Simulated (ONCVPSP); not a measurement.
**Potentials for Ti compared**

Generated with ld1.x 7.5 (TM, RRKJ, ultrasoft, PAW), atompaw 4.2 or ONCVPSP 4.0.1. The cutoff is in Ry: for ld1.x and atompaw files where the sum of valence levels is converged to 10 mRy in a Bessel basis, for ONCV files where the hardest occupied wave has 1 mHa per electron of residual kinetic energy. The error is the largest all-electron minus pseudo excitation energy over each file’s own four to seven test configurations (ionisations up to +4, promotions, holes and added fractions of an electron), all of which were solved. The labels leave out finer settings (local radius, basis sizes, second energies), which also bear on the numbers. Spin-polarised tests are not counted. The rows are a selection from randomly drawn settings: files with unsolved tests, undetermined cutoffs or missed reference levels are left out.

```csv
potential,cutoff (Ry),largest error (meV),bound ghosts
"ONCV, Wu-Cohen, non-relativistic, rc 1.30/1.10/2.00 (spd), local smoothed, core correction yes, reference 3s2 3p6 3d1, qcut 9.6/8.8/7.8, projectors 2/1/2",72,+332,none
"ONCV, PBE, scalar-relativistic, rc 1.75/1.60/1.65 (spd), local smoothed, core correction yes, reference 3s2 3p6 3d2 4s2, qcut 6.1/8.6/9.5, projectors 2/2/2",66,+31,none
"ONCV, PBE, scalar-relativistic, rc 1.55/1.55/2.40 (spd), local smoothed, core correction yes, reference 3s2 3p6 3d2 4s2, qcut 11/8.8/5.4, projectors 2/1/2",64,+321,none
"ONCV, BLYP, scalar-relativistic, rc 1.65/1.35/2.50 (spd), local smoothed, core correction no, reference 3s2 3p6 3d2 4s2, qcut 9.1/12.4/5.5, projectors 2/2/2",51,+370,none
```

(1) Fill in the row for Ti: ONCV, PBE, scalar-relativistic, rc 1.85/1.65/1.45 (spd), local smoothed, core correction yes, reference 3s2 3p6 3d2 4s2, qcut 6/8.1/10.3, projectors 2/2/1.

## Answers

(1) cutoff 80 Ry, largest error +22 meV, bound ghosts: none.
